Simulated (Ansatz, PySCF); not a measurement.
This PySCF input computes a BLYP/def2-TZVPD energy:

```python
from pyscf import gto, scf, dft

mol = gto.M(
    atom='''
    Bi   -0.36049780   -0.30572441    0.60082715
    Br   -0.86943567    1.89236726   -0.71208688
    Br    1.72433044   -1.16736366   -0.71273178
    ''',
    basis='def2-tzvpd',
    ecp='def2-tzvp',
    charge=0,
    spin=1,
    verbose=4,
)

mf = dft.UKS(mol, xc='blyp').density_fit(auxbasis='def2-universal-jkfit')
mf.grids.level = 3
mf.conv_tol = 1e-9
mf.max_cycle = 100
mf.max_memory = 1500
mf.kernel()
if not mf.converged:
    mf = mf.newton()
    mf.kernel(mf.make_rdm1())
for _ in range(2):
    mo, _, stable, _ = mf.stability(return_status=True)
    if stable:
        break
    mf.kernel(mf.make_rdm1(mo, mf.mo_occ))
mf.analyze()
```

Question: Write an input for the same energy in Ansatz (an electronic-structure program) and say what it gives.

Answer: 
Ansatz 0.2 input:
```yaml
crystal:
  periodic: [false, false, false]
  atoms:
    - {symbol: Bi, position_ang: [-0.36049780, -0.30572441, 0.60082715]}
    - {symbol: Br, position_ang: [-0.86943567, 1.89236726, -0.71208688]}
    - {symbol: Br, position_ang: [1.72433044, -1.16736366, -0.71273178]}
basis:
  gaussian:
    orbitals: def2-TZVPD
hamiltonian:
  xc: {name: BLYP}
magnetization: {spin_polarized: true, initial_magnetization: 1}
output: {forces: true}
```
It gives -5363.06796 Eh, and PySCF -5363.06800 Eh, a difference of 0.04 mEh, from the treatment of integrals and grids.

It need not be the lowest isomer of its formula.
